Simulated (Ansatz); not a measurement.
CH5O (SMILES C[OH2+]), charge +1, singlet, geometry from GFN2-xTB; BLYP/def2-SVP (Ansatz, a quantum-chemistry and plane-wave program).

Ansatz was given this input:
Ansatz 0.2 input:
```yaml
crystal:
  periodic: [false, false, false]
  atoms:
    - {symbol: C, position_ang: [-0.01927668, 0.75112854, 0.00090995]}
    - {symbol: O, position_ang: [-0.01945091, -0.71002909, 0.07309383]}
    - {symbol: H, position_ang: [-1.05393514, 1.08479565, 0.06211764]}
    - {symbol: H, position_ang: [0.89956319, -1.05604335, 0.06619891]}
    - {symbol: H, position_ang: [0.52546643, 1.12435414, 0.86667889]}
    - {symbol: H, position_ang: [0.43988827, 1.11244731, -0.91822338]}
    - {symbol: H, position_ang: [-0.53971541, -1.09209225, -0.66698245]}
basis:
  gaussian:
    orbitals: def2-SVP
hamiltonian:
  xc: blyp
total_charge: 1
```

Q: What does Ansatz print? Leave out banner, timings and long lists.

A: 
```
Functional definition: BLYP
591 factors; their error is unknown
mean field evaluation 1: about -3139.3792 eV, gradient 8.4e1 eV
mean field evaluation 2: about -3117.9967 eV, gradient 1.3e2 eV
mean field evaluation 4: about -3153.2356 eV, gradient 8.6e0 eV
mean field evaluation 8: about -3153.3668 eV, gradient 2.1e-2 eV
mean field -3153.36677393 eV, -115.8840915133 hartree, gradient 5.8e-5 eV, S^2 0.000000; 0 other end points of the search recorded, 0 dependent functions left out
reference -3153.36699794 eV, -115.8840997455 hartree; 9, 9 occupied and 44, 44 virtual orbitals, 591 factors
Total energy: -3153.36699794 eV, -115.8840997455 hartree
```
